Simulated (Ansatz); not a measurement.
## Counterpoise correction, worked out

The pair of OH⁻ (SMILES [OH-], atoms 1–2) and HBr (SMILES Br, atoms 3–4), both closed shells, in one local arrangement (a lower one may exist), relaxed at PBE0-D4/def2-TZVPD:

```xyz
4
angstrom
O -0.0851 0.6039 -1.4336
H 0.3175 -0.1714 -1.8377
Br -0.1045 -0.0323 0.9112
H -0.1280 -0.4001 2.3601
```

Computed with Ansatz 0.2.0 (basis: def2-TZVPPD); correlated methods freeze the cores. Filled d shells of the heavier atoms are correlated. The def2 sets are not built for correlating such inner shells, so the correlated values are less sure here.

MP2 total energies in eV:

| system | geometry | basis functions | energy |
| --- | --- | --- | --- |
| pair | pair | all | -72083.16536 |
| OH⁻ | as in the pair | all (partner as ghosts) | -2059.90326 |
| HBr | as in the pair | all (partner as ghosts) | -70022.77901 |
| OH⁻ | as in the pair | its own | -2059.88402 |
| HBr | as in the pair | its own | -70022.75120 |
| OH⁻ | free (PBE0-D4 minimum) | its own | -2059.88417 |
| HBr | free (PBE0-D4 minimum) | its own | -70022.83853 |

(1) Work out the interaction energy with and without the counterpoise correction, the superposition error, and the binding energy from the relaxed fragments.

No T1 diagnostic of these runs exceeds 0.026.

Results:

(1) Without correction: -72083.16536 − (-2059.88402) − (-70022.75120) = -0.53014 eV.
With correction (each fragment in the whole basis): -72083.16536 − (-2059.90326) − (-70022.77901) = -0.48309 eV = -11.14 kcal/mol.
The superposition error is the difference, 0.04705 eV, 9 % of the uncorrected value: each fragment borrows its partner's functions.
Deformation from the free shapes: 0.00015 eV for OH⁻ and 0.08733 eV for HBr.
Binding energy from relaxed fragments: -0.48309 + 0.00015 + 0.08733 = -0.39561 eV = -9.12 kcal/mol (electronic, without zero-point energy; negative means bound). For comparison, the corrected interaction energy by CCSD(T) at an estimated basis limit (MP2 extrapolated from triple and quadruple zeta, plus CCSD(T) − MP2 in triple zeta) is -0.558 eV.

For scale, one of the runs: CCSD(T)/def2-TZVPPD, 131 basis functions (an equivalent command: `ansatz run in.yaml --threads 2`). The run took about 7 s on 2 CPU threads (shared host).
